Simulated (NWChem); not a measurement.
System: KF; SMILES [F][K]

Program: NWChem. Structure relaxed at the PBE0/def2-SVP level. Level BLYP/def2-SVP: energy and gradient; each run changes one setting, and changes count from the defaults (medium grid, exact Coulomb integrals, symmetry on).

Problem. Which setting moves the energy most, and by about how much (extra-fine grid; Coulomb fitting, Weigend set; tight SCF thresholds and tolerances; defaults)?

Solution. Coulomb fitting, Weigend set, by about 100 μHa.
```tsv
setting	size of the energy change (μHa)	largest change of a gradient component (μHa/bohr)
defaults	< 10	< 30
extra-fine grid	< 10	< 30
Coulomb fitting, Weigend set	100	90
tight SCF thresholds and tolerances	< 10	< 30
```
